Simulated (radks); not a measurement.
The numbers below are computed, except where a source is named.
Task: Ionisation of the chromium ion Cr+, [Ar] 3d5, to [Ar] 3d4 as the strength of local exchange is varied. Code: a radial shooting solver on a logarithmic mesh with Libxc functionals. Model: scalar-relativistic Kohn-Sham, Slater X-alpha exchange (alpha = 2/3 is LDA exchange), no correlation, spin-unpolarised, spherical densities, point nucleus.

| alpha | E(Cr+) (hartree) | exchange (hartree) | IE (eV) | -e of the level emptied (eV) | <r> of it (bohr) |
|---|---|---|---|---|---|
| 0.585 | -1040.83482 | -38.72851 | 13.861 | 8.110 (3d) | 1.493 |
| 0.631 | -1043.88643 | -41.90089 | 14.485 | 8.577 (3d) | 1.462 |
| 0.667 | -1046.28112 | -44.39648 | 14.991 | 8.959 (3d) | 1.438 |
| 0.927 | -1063.74407 | -62.75189 | 19.080 | 12.180 (3d) | 1.292 |
| 1.029 | -1070.67511 | -70.10998 | 20.895 | 13.671 (3d) | 1.245 |
| ? | -1070.06174 | -69.45721 | 20.730 | 13.534 (3d) | 1.249 |

Which alpha was used in the last row?

Result: alpha = 1.02. NIST Atomic Spectra Database: 16.486 eV (measured). The Delta-SCF value meets it near alpha = 0.76. Spin polarisation and multiplet splitting are left out, so open shells lie too high by an amount that depends on their filling.

Beside tabulated values, note that spin-unpolarised runs miss the spin-polarisation part of the exchange energy of open shells.
